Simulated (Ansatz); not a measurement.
Harmonic frequencies (cm⁻¹) at PBE0-D4/def2-TZVP from Ansatz: 114, 114, 135, 135, 135, 395, 511, 511, 511.

Which molecule is it?
A. `[F][Ti]([F])([F])[F]`
B. `[OH][Ti]([F])([Cl])[Cl]`
C. `[Cl][Ti]([Cl])([Cl])[Cl]`
D. `[OH][Ti]([F])([F])[Br]`

C.
